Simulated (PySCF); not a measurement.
# Correlation energy of Mn (manganese, neutral)

[Ar] 3d6 4s1, high-spin 6D determinant (an excited configuration). Calculation: PySCF 2.14, in x2c-TZVPPall (6s5p4d2f1g, 64 functions); scalar relativity by spin-free X2C-1e. Frozen: [Ne]; 15 electrons correlated.

MP2 pair energies summed by pair of shells (mhartree):

```tsv
pair	energy	share (%)
3p-3d	-190.95	38.2
3d-3d	-141.61	28.3
3p-3p	-74.95	15.0
3s-3d	-32.97	6.6
3s-3p	-31.29	6.3
3d-4s	-16.66	3.3
3p-4s	-6.89	1.4
3s-3s	-4.51	0.9
3s-4s	-0.50	0.1
```

Total MP2 correlation energy: -500.33 mhartree.

Same-spin part -183.79 and opposite-spin part -316.54 mhartree; SCS-MP2 scales them by 1/3 and 6/5 to -441.12 mhartree.

This basis was not built for core-valence correlation, so the inner-shell part is incomplete.
